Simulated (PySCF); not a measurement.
Problem. Write Cartesian coordinates for `[GeH2]([O][SiH3])[Br]` as optimised with PBE0-D3(BJ)/def2-SVP.

Solution. 
```
atom  x, y, z in Å
Si1   -1.548   -0.227   -0.277
O2    -0.236    0.167    0.672
Ge3    1.501    0.379    0.494
Br4    2.257   -1.141   -1.065
H5    -2.010    0.971   -1.042
H6    -2.638   -0.686    0.629
H7    -1.201   -1.312   -1.242
H8     1.795    1.784   -0.049
H9     2.139    0.048    1.844
```

Any rigid rotation of these coordinates is as good. Atoms count from 1 in this order. Ge3 (germanium bonded to Br, O and 2 H) is distorted tetrahedral (angles from 107.2° to 115.5°). Si1 (oxygen-bound silicon) is tetrahedral (angles from 107.6° to 110.9°).

Bonds between heavy atoms (Å): Si1–O2 1.666, O2–Ge3 1.760, Ge3–Br4 2.305.

Method: PySCF 2.14.0, PBE0-D3(BJ)/def2-SVP geometry optimisation, gas phase.

Point group: C1 (no symmetry element, even within 0.4 Å). Not checked by PBE0-D3(BJ)/def2-SVP frequencies. One conformer, not necessarily the lowest (Si1–O2–Ge3–Br4 -35°).
